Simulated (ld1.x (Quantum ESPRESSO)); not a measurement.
# u(r) = r·R(r): atom against pseudo-atom (Zr (Z = 40))

Columns: radius, all-electron u(r) and pseudo u(r) of the 5s shell (level -5.94 eV) of zirconium in the configuration [Ar] 3d10 4s2 4p6 4d2 5s1.75 5p0; LDA (PZ), scalar-relativistic, RRKJ scheme, ld1.x (Quantum ESPRESSO) 7.5.

| r (bohr) | all-electron | pseudo |
| --- | --- | --- |
| 0.158 | -0.0622 | 0.0121 |
| 0.315 | 0.1710 | 0.0248 |
| 0.473 | 0.0794 | 0.0390 |
| 0.630 | -0.1165 | 0.0552 |
| 0.788 | -0.2500 | 0.0747 |
| 0.945 | -0.2850 | 0.0979 |
| 1.102 | -0.2419 | 0.1260 |
| 1.260 | -0.1500 | 0.1599 |
| 1.418 | -0.0353 | 0.2001 |
| 1.575 | 0.0831 | 0.2462 |
| 1.732 | 0.1950 | 0.2974 |
| 1.890 | 0.2950 | 0.3522 |
| 2.047 | 0.3792 | 0.4071 |
| 2.205 | 0.4482 | 0.4595 |
| 2.362 | 0.5018 | 0.5053 |
| 2.520 | 0.5419 | 0.5426 |
| 2.678 | 0.5697 | 0.5697 |
| 2.835 | 0.5868 | 0.5868 |
| 2.992 | 0.5949 | 0.5949 |
| 3.150 | 0.5954 | 0.5954 |
| 3.308 | 0.5896 | 0.5896 |
| 3.465 | 0.5787 | 0.5787 |
| 3.622 | 0.5638 | 0.5638 |
| 3.780 | 0.5455 | 0.5455 |
| 3.938 | 0.5249 | 0.5249 |
| 4.095 | 0.5026 | 0.5026 |

(1) How many radial nodes do the two functions have?

(2) At about which radius was the pseudo-wave matched?

(3) Where does each function peak?

(4) Is the pseudo-wave norm-conserving?

## Answers

(1) The all-electron 5s function has n − l − 1 = 4 (the table is too coarse to show those close to the nucleus); the pseudo-wave has 0, since the states of the same l below it are removed with the core.

(2) 3.15 bohr. The columns agree to 0.0005 from 2.68 bohr on; several derivatives are matched, so the curves merge somewhat inside the radius.

(3) Outermost all-electron maximum near 3.15 bohr, pseudo maximum near 3.15 bohr (to the table’s step).

(4) Yes: the RRKJ scheme keeps the norm inside the radius equal to the all-electron one, which fixes the energy derivative of the logarithmic derivative at the level.
